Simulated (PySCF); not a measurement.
## Which determinant of NaI⁺ lies lowest?

Unrestricted PBE0; basis Na def2-SVP, I def2-SVP with ECP28; scalar-relativistic core potentials; PySCF 2.14. Outer shells of the fragments: Na+ closed shells only; I 4d10 5s2 5p5.

Followed along the bond (rough minima from three points):

```csv
2Ms+1,unpaired,⟨S²⟩ at the start,R at minimum (Å),Te (eV)
2,π ↑,0.75,3.17,0.00
2,σ ↑,0.75,none in the scan,≤ 0.49
4,"σ ↑, π ↑↑",3.75,none in the scan,≤ 5.57
```

Solutions found at the starting distance of 2.985 Å, counted from the lowest of them; the search is not exhaustive and high or unbound solutions are not listed, so other states can lie among these:

```tsv
2Ms+1	unpaired	term	E (eV)	⟨S²⟩	⟨Lz²⟩	μ (D)
2	π ↑	²Π	0.00	0.75	1.00	-9.99
2	σ ↑	²Σ⁺	0.58	0.75	0.00	-10.27
4	σ ↑, π ↑↑	⁴Σ⁻	6.32	3.75	0.00	0.06
2	σ ↓, π ↑↑	mixed	6.41	1.75	0.00	0.42
4	σ ↑↑, π ↑	⁴Π	6.57	3.75	1.00	-0.06
2	σ ↑, π ↑↓	mixed	6.79	1.76	2.01	0.22
```

A term symbol is given only where ⟨S²⟩ and ⟨Lz²⟩ are close to those of a pure state; real π, δ and φ orbitals otherwise mix terms. A positive dipole points towards I; it is taken about the centre of mass and depends on that origin.

Spin–orbit coupling is left out. Counting both spins, an empty level lies below a filled one in some of these solutions, because spin and occupation are held.
